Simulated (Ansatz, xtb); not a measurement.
Ranking isomers of C6H6F2O

5 gas-phase structures of C6H6F2O, from a drawn sample of its isomers (lower ones may exist). Each was relaxed with GFN2-xTB; where two conformers were screened, the lower at r2SCAN-D4/def2-SVP is listed:

A. `Cc1ccc(C(F)F)o1`, a singlet
B. `FC(F)C1=COC=CC1`, a singlet
C. `FCC1=C[C@H](F)C=CO1`, a singlet
D. `FC/C(F)=C1/C=CCO1`, a singlet
E. `FC[C@@H]1C=COC(F)=C1`, a singlet

**Question.** Estimate their order in r2SCAN-D4/def2-SVP energy at these geometries, lowest first.

**Answer.** Calculated order at r2SCAN-D4/def2-SVP: A (0.000), B (0.648), C (0.932), E (0.956), D (1.254) eV. Less than 1 kcal/mol parts C and E, so the order within that pair means little.

Energies above the lowest of each column, in eV; the last columns are at PBE0-D3(BJ)/def2-SVP geometries and were run for some of them only (a dash: not run or not comparable):

```
structure  GFN2-xTB  HF/STO-3G  r2SCAN-D4/def2-SVP  PBE0-D3(BJ)/def2-SVP  CCSD(T)/def2-SVP + ΔMP2/def2-TZVPP
        A     0.000      0.000               0.000                 0.000                               0.000
        B     0.742      0.831               0.648                 0.618                               0.536
        C     0.797      1.106               0.932                 0.907                               0.756
        E     0.750      0.867               0.956                     –                                   –
        D     1.009      1.184               1.254                     –                                   –
```

Every level run on A puts it lowest or level with the lowest. Flexible structures stand in one conformer each, not always the lowest. Frequencies (GFN2-xTB) were run for A, B, C alone. ΔMP2 is the change of the MP2 energy from the smaller to the larger basis.

Over these structures GFN2-xTB departs from r2SCAN-D4/def2-SVP by 0.116 eV on average once a common shift is removed. A GFN2-xTB relaxation took about 0.079 s and the r2SCAN-D4/def2-SVP energy about 2.5 s on a shared host (Ansatz 0.2.0, xtb 6.7.1).
